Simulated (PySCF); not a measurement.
Be(NMe2)(SiH3) (C₂H₉BeNSi), SMILES C[N](C)[Be][SiH3]. Atoms are numbered in the order given.

```xyz
14

Be    -0.2385     0.1344     0.1736
N      0.8579    -0.4762    -0.6728
C      2.2646    -0.1405    -0.5253
C      0.6125    -1.4584    -1.7160
H      2.8702    -1.0315    -0.2676
H      2.6813     0.2847    -1.4594
H      2.4058     0.6039     0.2745
H      0.9525    -1.0944    -2.7054
H      1.1432    -2.4091    -1.5121
H     -0.4630    -1.6846    -1.7932
Si    -1.8042     1.0025     1.4070
H     -2.8589     0.0068     1.7769
H     -2.5184     2.1423     0.7519
H     -1.2677     1.5356     2.6993
```

Geometry optimised at TPSSh-D3(BJ)/def2-SVP. The structure was generated by enumeration; whether it is a known compound was not checked. The values are those of a single conformer.

These are r2SCAN/def2-TZVP (PySCF) values and carry that method's errors.

ESP charges are fitted to the potential on shells at 1.4 to 2.0 van der Waals radii. Atomic charges (e):

```json
[
 {"atom": "Be1", "ESP fit": "0.31", "meta-Löwdin": "1.09"},
 {"atom": "N2", "ESP fit": "0.00", "meta-Löwdin": "-0.78"},
 {"atom": "C3", "ESP fit": "-0.59", "meta-Löwdin": "-0.23"},
 {"atom": "C4", "ESP fit": "-0.68", "meta-Löwdin": "-0.23"},
 {"atom": "H5", "ESP fit": "0.18", "meta-Löwdin": "0.10"},
 {"atom": "H6", "ESP fit": "0.18", "meta-Löwdin": "0.10"},
 {"atom": "H7", "ESP fit": "0.19", "meta-Löwdin": "0.11"},
 {"atom": "H8", "ESP fit": "0.20", "meta-Löwdin": "0.10"},
 {"atom": "H9", "ESP fit": "0.20", "meta-Löwdin": "0.10"},
 {"atom": "H10", "ESP fit": "0.22", "meta-Löwdin": "0.11"},
 {"atom": "Si11", "ESP fit": "-0.09", "meta-Löwdin": "-0.26"},
 {"atom": "H12", "ESP fit": "-0.03", "meta-Löwdin": "-0.07"},
 {"atom": "H13", "ESP fit": "-0.04", "meta-Löwdin": "-0.07"},
 {"atom": "H14", "ESP fit": "-0.03", "meta-Löwdin": "-0.07"}
]
```
